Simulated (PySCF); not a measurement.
Correlation energy of Nb⁺ (niobium, charge +1)

[Kr] 4d3 5p1, one real determinant (an excited configuration). Computed with PySCF 2.14 in aug-cc-pVTZ-DK (9s8p6d3f2g, 102 functions), with the spin-free X2C one-electron Hamiltonian (Gaussian nucleus). Frozen: [Kr]; 4 electrons correlated.

```tsv
level	correlation energy (mhartree)
CCSD	-32.43
(T)	-1.14
CCSD(T)	-33.57
```

Diagnostics: T1 = 0.012, D1 = 0.0308, largest double amplitude 0.091.

The real determinant used has ⟨L²⟩ near 14 against 20 for a pure G term, so it mixes terms.

Cost of the coupled-cluster step: about 30 core-seconds, for 4 correlated electrons.

The reference is one real determinant that mixes LS terms of this configuration.
